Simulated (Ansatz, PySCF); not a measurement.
Gas-phase reaction (SMILES): N[Si](Br)(Br)Br + [H][H] (H2) -> Br[SiH](Br)Br [tribromosilane] + N (NH3); hydrogen cleaves one Si-N bond, a model of a ligand-exchange step.

Structures are relaxed separately at B3LYP-D3(BJ)/def2-TZVP in Ansatz (a program for electronic structure), one conformer each, not searched for the lowest. Cores are frozen in the correlated levels unless marked. No spin-orbit coupling. The frozen core is the preceding noble-gas configuration, with the filled d and f shells of earlier blocks. Non-relativistic. CBS(X,Y): correlation extrapolated as X^-3; Hartree-Fock from the larger set. Thermal terms are rigid-rotor harmonic-oscillator values from B3LYP-D3(BJ) frequencies (Ansatz or PySCF) at 298.15 K and 1 atm. 1 Eh = 627.5095 kcal/mol.

```json
[
 {"species": "N[Si](Br)(Br)Br", "E, CCSD(T)/CBS(def2-TZVPPD,def2-QZVPPD) (Ansatz) (Eh)": "-8063.21282", "E, wB97M-V/def2-TZVPD (Ansatz) (Eh)": "-8067.67704", "H - E (Eh)": "0.03882"},
 {"species": "[H][H] (H2)", "E, CCSD(T)/CBS(def2-TZVPPD,def2-QZVPPD) (Ansatz) (Eh)": "-1.17452", "E, wB97M-V/def2-TZVPD (Ansatz) (Eh)": "-1.16077", "H - E (Eh)": "0.01336"},
 {"species": "Br[SiH](Br)Br", "E, CCSD(T)/CBS(def2-TZVPPD,def2-QZVPPD) (Ansatz) (Eh)": "-8007.86566", "E, wB97M-V/def2-TZVPD (Ansatz) (Eh)": "-8012.26995", "H - E (Eh)": "0.01941"},
 {"species": "N (NH3)", "E, CCSD(T)/CBS(def2-TZVPPD,def2-QZVPPD) (Ansatz) (Eh)": "-56.50452", "E, wB97M-V/def2-TZVPD (Ansatz) (Eh)": "-56.55014", "H - E (Eh)": "0.03799"}
]
```

Work out ΔE and ΔH at 298.15 K at the first level, then ΔH at the second.


1. ΔE = [(-8007.86566) + (-56.50452)] - [(-8063.21282) + (-1.17452)] = 0.01716 Eh = 10.8 kcal/mol at CCSD(T)/CBS(def2-TZVPPD,def2-QZVPPD).
2. The terms H - E add up to 0.00522 Eh, so ΔH = (0.01716 + (0.00522))×627.5095 = 14.0 kcal/mol.
3. At wB97M-V/def2-TZVPD the same steps give ΔE = 11.1 and ΔH = 14.4 kcal/mol, a shift of +0.4 from the first level.
4. These values are not checked against measurement here, since the tables used lack a sound gas-phase enthalpy of formation for at least one species.
